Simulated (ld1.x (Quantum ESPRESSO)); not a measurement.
**Reading a pseudo-wave (Sc)**

Columns: radius, all-electron u(r) and pseudo u(r) of the 4s shell (level -4.18 eV) of scandium in the configuration [Ar] 3d1 4s2 4p0; PBE, scalar-relativistic, ultrasoft scheme, ld1.x (Quantum ESPRESSO) 7.5.

```json
{"r (bohr)": "0.210", "all-electron": "-0.1469", "pseudo": "-0.0727"}
{"r (bohr)": "0.420", "all-electron": "0.0085", "pseudo": "-0.1441"}
{"r (bohr)": "0.630", "all-electron": "0.2064", "pseudo": "-0.2129"}
{"r (bohr)": "0.840", "all-electron": "0.2502", "pseudo": "-0.2779"}
{"r (bohr)": "1.050", "all-electron": "0.1748", "pseudo": "-0.3380"}
{"r (bohr)": "1.260", "all-electron": "0.0449", "pseudo": "-0.3924"}
{"r (bohr)": "1.470", "all-electron": "-0.0958", "pseudo": "-0.4403"}
{"r (bohr)": "1.680", "all-electron": "-0.2245", "pseudo": "-0.4815"}
{"r (bohr)": "1.890", "all-electron": "-0.3323", "pseudo": "-0.5155"}
{"r (bohr)": "2.100", "all-electron": "-0.4171", "pseudo": "-0.5425"}
{"r (bohr)": "2.310", "all-electron": "-0.4804", "pseudo": "-0.5623"}
{"r (bohr)": "2.520", "all-electron": "-0.5249", "pseudo": "-0.5754"}
{"r (bohr)": "2.730", "all-electron": "-0.5534", "pseudo": "-0.5821"}
{"r (bohr)": "2.940", "all-electron": "-0.5684", "pseudo": "-0.5828"}
{"r (bohr)": "3.150", "all-electron": "-0.5720", "pseudo": "-0.5780"}
{"r (bohr)": "3.360", "all-electron": "-0.5662", "pseudo": "-0.5680"}
{"r (bohr)": "3.570", "all-electron": "-0.5530", "pseudo": "-0.5533"}
{"r (bohr)": "3.780", "all-electron": "-0.5341", "pseudo": "-0.5341"}
{"r (bohr)": "3.990", "all-electron": "-0.5108", "pseudo": "-0.5108"}
{"r (bohr)": "4.200", "all-electron": "-0.4846", "pseudo": "-0.4846"}
{"r (bohr)": "4.410", "all-electron": "-0.4565", "pseudo": "-0.4565"}
{"r (bohr)": "4.620", "all-electron": "-0.4275", "pseudo": "-0.4275"}
{"r (bohr)": "4.830", "all-electron": "-0.3983", "pseudo": "-0.3983"}
{"r (bohr)": "5.040", "all-electron": "-0.3695", "pseudo": "-0.3695"}
{"r (bohr)": "5.250", "all-electron": "-0.3416", "pseudo": "-0.3416"}
{"r (bohr)": "5.460", "all-electron": "-0.3147", "pseudo": "-0.3147"}
```

**Question.** How many radial nodes do the two functions have?

**Answer.** The all-electron 4s function has n − l − 1 = 3 (the table is too coarse to show those close to the nucleus); the pseudo-wave has 0, since the states of the same l below it are removed with the core.

**Question.** At about which radius was the pseudo-wave matched?

**Answer.** 3.80 bohr. The columns agree to 0.0005 from 3.57 bohr on; several derivatives are matched, so the curves merge somewhat inside the radius.

**Question.** Is the pseudo-wave norm-conserving?

**Answer.** No, it belongs to an ultrasoft set: the norm inside the radius is not constrained, and the difference is carried by the augmentation charge.
